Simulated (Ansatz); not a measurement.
# Worked example: the step energy

An elementary step of AlBH₄OF₂, closed shell (AlH₃O ([OH][AlH2]) + BHF₂ ([F][BH][F]) → BHOF₂ ([OH][B]([F])[F]) + AlH₃ (still joined by a long Al–O bond); Al–O, B–H broken or loosened, Al–H, O–B formed or tightened). “Start” and “end” are the PBE0-D4/def2-TZVP structures reached by relaxing down either side of its saddle point, with the molecules still in contact.

Computed with Ansatz 0.2.0 (basis: def2-TZVPP and def2-QZVPP); correlated methods freeze the cores.

Energies in eV:

| quantity | end | start |
| --- | --- | --- |
| Hartree–Fock, triple zeta (X = 3) | -14775.63400 | -14775.64911 |
| Hartree–Fock, quadruple zeta (X = 4) | -14776.22039 | -14776.22439 |
| MP2 correlation, X = 3 | -25.17638 | -25.57121 |
| MP2 correlation, X = 4 | -27.39064 | -27.79475 |
| CCSD(T) correlation, X = 3 | -26.67320 | -27.02960 |

Work out the step energy at the basis limit: extrapolate Hartree–Fock as E(X) = E∞ + A exp(−7.88 √X) and the MP2 correlation as E(X) = E∞ + B X^−2.97 (the exponents that Neese and Valeev fitted for def2-TZVPP and QZVPP), then add CCSD(T) − MP2 in triple zeta.

Each step is linear, so take the differences first (end − start): Hartree–Fock 0.01511 (X = 3) and 0.00400 (X = 4); MP2 correlation 0.39483 and 0.40411; CCSD(T) correlation 0.35640.
Two points give E∞ = E(4) + w [E(4) − E(3)], with w = 1/(exp(7.88 (2 − √3)) − 1) = 0.1377 for Hartree–Fock and w = 1/((4/3)^2.97 − 1) = 0.7407 for the correlation.
Hartree–Fock: 0.00400 + 0.1377 × (-0.01111) = 0.0025 eV.
MP2 correlation: 0.40411 + 0.7407 × 0.00928 = 0.4110 eV.
CCSD(T) − MP2: 0.35640 − 0.39483 = -0.0384 eV.
Sum: 0.0025 + 0.4110 + (-0.0384) = 0.3751 eV, or 8.65 kcal/mol. Plain CCSD(T) in triple zeta gives 0.3715 eV, so the larger basis shifts the result by 0.0036 eV.

T1 diagnostic: at most 0.013.

Ligand swaps between two centres remove the fluorinated layer in thermal atomic layer etching, and scramble precursors in the gas phase.

Labels in which every atom is bracketed show which atoms are joined, not bond orders.

For scale, one of the runs: CCSD(T)/def2-TZVPP, 222 basis functions, launched by `ansatz run in.yaml --threads 4 --pin off --events-out ev --progress --plain --max-ram 9574MiB`. Time: 54 s of wall clock on 4 CPU threads of an Intel Xeon Platinum 8375C; the host was shared. Peak host memory: 3.7 GiB.
